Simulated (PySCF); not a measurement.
Geometry (Å), atoms numbered from 1 in this order:
```xyz
20

C     1.384   -0.267    1.385
C     0.636    0.275    0.189
C     1.504    0.365   -1.046
C    -0.430    1.295    0.402
C    -0.852   -0.093   -0.027
C    -1.384   -0.343   -1.421
C    -1.480   -0.913    1.037
O    -1.501   -0.728    2.210
F    -2.083   -2.003    0.527
H     1.791   -1.269    1.171
H     0.756   -0.333    2.280
H     2.234    0.396    1.612
H     2.413    0.941   -0.811
H     1.822   -0.635   -1.380
H     1.008    0.865   -1.887
H    -0.555    2.087   -0.342
H    -0.670    1.575    1.431
H    -1.019    0.414   -2.126
H    -2.483   -0.298   -1.430
H    -1.087   -1.334   -1.795
```

PySCF calculation with σ from GIAO-KT3/pcSseg-1 and structure optimised with PBE0-D3(BJ)/def2-SVP; one averaged value for each set of equivalent atoms, no solvent, non-relativistic Hamiltonian, one conformer.

Referencing at the same level of theory: TMS for 13C, 1H; 17O against H2O; 19F vs CFCl3.

```tsv
atoms	nucleus	count	δ (ppm)
C3	13C	1	23.4
C6	13C	1	?
H13/H14/H15	1H	3	1.26
C5	13C	1	28.5
C2	13C	1	?
H17	1H	1	1.33
H16	1H	1	0.52
H10/H11/H12	1H	3	?
C1	13C	1	21.2
O8	17O	1	?
C4	13C	1	31.3
H18/H19/H20	1H	3	1.37
C7	13C	1	160.5
F9	19F	1	28.7
```

Fill in the missing shifts.

Answers


- C2: 31.8 ppm, three-membered-ring carbon; saturated and bonded to C and H only
- C6: 17.5 ppm, methyl carbon; saturated and bonded to C and H only
- H10/H11/H12: 1.29 ppm, hydrogen on a methyl carbon; far from electronegative atoms and π systems
- O8: 391.0 ppm, carbonyl oxygen

Shifts are as computed, not scaled to solution data. Of 1211 compounds with measured shifts, 218 miss one by over three times the rms of a fit or turn the order of signals round; such compounds aren't used in these exercises. Unscaled 19F shifts against computed CFCl3 carry errors that often reach 10 to 50 ppm. Unscaled 17O shifts of doubly bonded oxygen tend to come out too high, by tens of ppm or more. Experimental scales use liquid or dissolved standards, which lie at an offset from isolated H2O (liquid H2O: subtract about 36 ppm).
